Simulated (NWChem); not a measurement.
Everything below was run with NWChem. System: C5H5F, charge 0, spin multiplicity 1, at a geometry optimised with PBE/def2-SVP. The structure started from a generated list of species. Level: RHF/def2-SVP.

Output (cleaned and shortened):

```
             Northwest Computational Chemistry Package (NWChem) 7.3.0
             --------------------------------------------------------

                                NWChem Input Module
                                -------------------

 Scaling coordinates for geometry "geometry" by  1.889725989
 (inverse scale =  0.529177249)

                             Geometry "geometry" -> ""
                             -------------------------

 Output coordinates in angstroms (scale by  1.889725989 to convert to a.u.)

  No.       Tag          Charge          X              Y              Z
 ---- ---------------- ---------- -------------- -------------- --------------
    1 C                    6.0000     2.43625400     0.00793200     1.01609400
    2 C                    6.0000     1.48580200    -0.34683600     0.33554800
    3 C                    6.0000     0.34651900    -0.77409500    -0.47899600
    4 C                    6.0000    -0.90268600     0.04628600    -0.26329500
    5 C                    6.0000    -2.10284900    -0.39719900     0.13669000
    6 F                    9.0000    -0.71019700     1.35211900    -0.54041100
    7 H                    1.0000     3.27553300     0.32466900     1.61909500
    8 H                    1.0000     0.62687500    -0.70707600    -1.55589400
    9 H                    1.0000     0.11195700    -1.84082300    -0.28174700
   10 H                    1.0000    -2.94880800     0.29718100     0.23684400
   11 H                    1.0000    -2.25202200    -1.45954400     0.36914600

 Effective nuclear repulsion energy (a.u.)     200.1472499161

            Nuclear Dipole moment (a.u.)
            ----------------------------
        X                 Y               Z
 ---------------- ---------------- ----------------
     0.0000037795     0.0000113384    -0.0000170075


 Summary of "ao basis" -> "" (spherical)
 ------------------------------------------------------------------------------
       Tag                 Description            Shells   Functions and Types
 ---------------- ------------------------------  ------  ---------------------
 *                          def2-svp                  on all atoms

 Summary of "ao basis" -> "ao basis" (spherical)
 ------------------------------------------------------------------------------
       Tag                 Description            Shells   Functions and Types
 ---------------- ------------------------------  ------  ---------------------
[...]
     4     -0.189415   1 C  px               18     -0.188323   2 C  px
    21     -0.158683   2 C  px

 Vector   22  Occ=2.000000D+00  E=-3.765133D-01
              MO Center= -1.2D+00, -1.6D-01, -2.9D-02, r^2= 2.8D+00
   Bfn.  Coefficient  Atom+Function         Bfn.  Coefficient  Atom+Function
  ----- ------------  ---------------      ----- ------------  ---------------
    62      0.368672   5 C  pz               48      0.334830   4 C  pz
    65      0.302034   5 C  pz               51      0.228589   4 C  pz
    31      0.213570   3 C  s                21      0.178957   2 C  px
    76      0.175108   6 F  pz               79     -0.160278   6 F  pz

 Vector   23  Occ=0.000000D+00  E= 1.515351D-01
              MO Center= -4.0D-01, -4.3D-01, -1.8D-01, r^2= 5.2D+00
   Bfn.  Coefficient  Atom+Function         Bfn.  Coefficient  Atom+Function
  ----- ------------  ---------------      ----- ------------  ---------------
    31      1.232056   3 C  s                91     -0.865988   8 H  s
    65      0.565780   5 C  pz               96     -0.516759   9 H  s
    51     -0.463545   4 C  pz               21      0.333135   2 C  px
    48     -0.320209   4 C  pz                3     -0.307266   1 C  s
   106     -0.285922  11 H  s                 8      0.265629   1 C  py

 Vector   24  Occ=0.000000D+00  E= 1.749093D-01
              MO Center= -3.4D-01, -1.4D+00,  9.8D-02, r^2= 5.5D+00
   Bfn.  Coefficient  Atom+Function         Bfn.  Coefficient  Atom+Function
  ----- ------------  ---------------      ----- ------------  ---------------
    31      1.925415   3 C  s                96     -1.419096   9 H  s
   106     -0.952926  11 H  s                59      0.734054   5 C  s
    21      0.571460   2 C  px               23      0.528401   2 C  pz
    64     -0.493963   5 C  py                3     -0.483827   1 C  s
    36     -0.440429   3 C  py                8      0.395999   1 C  py

 Vector   25  Occ=0.000000D+00  E= 1.895446D-01
              MO Center=  9.7D-01, -3.8D-01, -3.2D-01, r^2= 5.7D+00
   Bfn.  Coefficient  Atom+Function         Bfn.  Coefficient  Atom+Function
  ----- ------------  ---------------      ----- ------------  ---------------
    31      2.394740   3 C  s                91     -1.374519   8 H  s
    21      0.858074   2 C  px                9      0.694071   1 C  pz
    22      0.582039   2 C  py               45     -0.567003   4 C  s
     3     -0.534700   1 C  s                86     -0.395293   7 H  s
    51      0.355870   4 C  pz               35      0.290338   3 C  px

 center of mass
 --------------
 x =   0.01052657 y =   0.10589137 z =  -0.02077718

 moments of inertia (a.u.)
 ------------------
         284.714552626544          53.824269481203        -154.214306921554
          53.824269481203         803.910766827956          34.958336053172
        -154.214306921554          34.958336053172         885.477229769436

  Mulliken analysis of the total density
  --------------------------------------

    Atom       Charge   Shell Charges
 -----------   ------   -------------------------------------------------------
    1 C    6     6.35   1.99  0.87  0.54  1.93  0.99  0.03
    2 C    6     5.93   1.99  0.89  0.14  1.95  0.91  0.04
    3 C    6     5.92   1.99  0.88  0.12  2.07  0.82  0.05
    4 C    6     5.75   1.99  0.90  0.21  1.89  0.66  0.09
    5 C    6     6.16   1.99  0.86  0.28  2.00  1.00  0.03
    6 F    9     9.33   1.99  1.12  0.81  3.33  2.06  0.01
    7 H    1     0.91   0.72  0.16  0.03
    8 H    1     0.90   0.73  0.14  0.02
    9 H    1     0.91   0.74  0.15  0.02
   10 H    1     0.91   0.73  0.15  0.03
   11 H    1     0.93   0.74  0.16  0.03

       Multipole analysis of the density wrt the origin
       ------------------------------------------------

     L   x y z        total         open         nuclear
     -   - - -        -----         ----         -------
     0   0 0 0     -0.000000      0.000000     44.000000

     1   1 0 0     -0.059999      0.000000      0.000004
     1   0 1 0     -0.704511      0.000000      0.000011
     1   0 0 1      0.015646      0.000000     -0.000017

     2   2 0 0    -22.946483      0.000000    394.388727
     2   1 1 0      1.735202      0.000000    -20.149288
     2   1 0 1      0.996515      0.000000     81.315280
     2   0 2 0    -26.846922      0.000000     99.788239
     2   0 1 1      1.290728      0.000000    -13.299786
     2   0 0 2    -25.960978      0.000000     59.698649

 Task  times  cpu:        5.7s     wall:        5.7s

 Total times  cpu:        5.7s     wall:        5.7s
```

### Question
Write an NWChem input that would produce this output.

### Answer
Several could match; the one computed here: 
```
start mol
memory heap 200 mb stack 800 mb global 1000 mb
geometry units angstroms nocenter noautoz noautosym
  C      2.436254     0.007932     1.016094
  C      1.485802    -0.346836     0.335548
  C      0.346519    -0.774095    -0.478996
  C     -0.902686     0.046286    -0.263295
  C     -2.102849    -0.397199     0.136690
  F     -0.710197     1.352119    -0.540411
  H      3.275533     0.324669     1.619095
  H      0.626875    -0.707076    -1.555894
  H      0.111957    -1.840823    -0.281747
  H     -2.948808     0.297181     0.236844
  H     -2.252022    -1.459544     0.369146
end
basis spherical
  * library def2-svp
end
scf
  rhf
  nopen 0
  maxiter 100
  thresh 1e-7
  semidirect memsize 60000000 filesize 0
end
task scf energy
```
